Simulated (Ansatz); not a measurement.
Z-matrix (Å, degrees):
```
C
Si 1 1.867
H 1 1.092 2 110.5
H 1 1.092 2 110.9 3 -120.0
H 1 1.093 2 111.0 3 119.9
C 2 1.884 1 110.3 3 -57.0
H 2 1.491 1 110.6 3 -177.0
H 2 1.488 1 110.4 3 63.7
S 6 1.817 2 113.3 1 60.8
H 6 1.096 2 109.5 1 -54.9
H 6 1.092 2 113.1 1 -174.3
S 9 2.035 6 104.0 2 74.6
H 12 1.348 9 99.9 6 -87.9
```

Total charge 0; spin multiplicity 1.

Problem. List the ωB97M-V/def2-TZVPP orbital energies in eV (the Gaussian-basis code of Ansatz). (An estimate is asked.)

Solution. The calculation gave: Occupied: -2427.51, -2427.45, -1806.76, -282.01, -281.04, -221.38, -221.36, -164.53, -164.50, -164.42, -164.40, -164.27, -164.26, -147.85, -101.96, -101.95, -101.94, -25.61, -23.06, -22.30, -19.81, -16.86, -15.29, -14.55, -14.06, -13.86, -13.12, -12.56, -11.60, -11.45, -11.31, -9.51, -8.97. Lowest empty: 1.51, 1.95, 2.34, 2.69, 3.18, 3.34, 3.93, 4.22.
